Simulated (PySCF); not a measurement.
These compounds are isomers of formula C6H11N3.

A. SMILES c1(C)n(CC)nnc1C
B. SMILES C(C)C1=NN=C(C)N1C
C. `C(C)C1=C(C)N=NN1C`
D. `C(C)c1nn(C)nc1C`

Spectrum 1. ¹H NMR (400 MHz, computed): δ 4.04 (s, 3H), 2.75 (q, 2H), 2.48 (s, 3H), 1.14 (t, 3H). ¹³C{¹H} NMR (computed): δ 144.2 (C), 140.8 (C), 34.6 (CH3), 20.5 (CH2), 15.8 (CH3), 12.8 (CH3).

Spectrum 2. ¹H NMR (400 MHz, computed): δ 4.11 (s, 3H), 2.73 (q, 2H), 2.42 (s, 3H), 1.17 (t, 3H). ¹³C{¹H} NMR (computed): δ 152.8 (C), 145.3 (C), 41.1 (CH3), 22.7 (CH2), 18.0 (CH3), 12.1 (CH3).

Spectrum 3. ¹H NMR (400 MHz, computed): δ 3.52 (s, 3H), 2.83 (q, 2H), 2.44 (s, 3H), 1.17 (t, 3H). ¹³C{¹H} NMR (computed): δ 158.7 (C), 153.7 (C), 30.1 (CH3), 23.0 (CH2), 16.5 (CH3), 13.3 (CH3).

Spectrum 4. ¹H NMR (400 MHz, computed): δ 4.28 (q, 2H), 2.50 (s, 3H), 2.33 (s, 3H), 1.36 (t, 3H). ¹³C{¹H} NMR (computed): δ 144.3 (C), 133.5 (C), 44.4 (CH2), 19.1 (CH3), 12.8 (CH3), 9.6 (CH3).

Computational details: σ from GIAO-PBE0/pcSseg-1, GFN2-xTB geometry, in PySCF 2.14.0 with density-fitted response routines (one conformer, no solvent, non-relativistic Hamiltonian, equivalent nuclei averaged).

Chemical shifts δ = σref − σ; ¹H (31.72 ppm), ¹³C (186.93 ppm) vs TMS, all at this level. Where no couplings were computed, multiplicities follow the n + 1 count of equivalent neighbours, and m marks all less simple cases (inequivalent or close neighbours, rings, F or P nearby). Shifts are as computed. Against solution values, carbons near 30 ppm lie about +3 ppm off and those near 130 ppm about +5 ppm. Of 1211 compounds with measured shifts, 218 miss one by over three times the rms of a fit or turn the order of signals round; such compounds aren't used in these exercises.

Task: Which spectrum belongs to which compound?

Result: 1–C, 2–D, 3–B, 4–A.

- Spectrum 1 (C): 6 ¹³C signals; δC 34.6 is a methyl carbon bonded to N; δC 20.5 is an sp3 CH2 on an aromatic ring.
- Spectrum 2 (D): 6 ¹³C signals; δC 41.1 is a methyl carbon bonded to N; δC 22.7 is an sp3 CH2 on an aromatic ring.
- Spectrum 3 (B): 6 ¹³C signals; δC 30.1 is a methyl carbon bonded to N; δC 23.0 is an sp3 CH2 on an aromatic ring.
- Spectrum 4 (A): 6 ¹³C signals; δC 44.4 is an sp3 CH2 bonded to N; δC 19.1 is a methyl carbon.
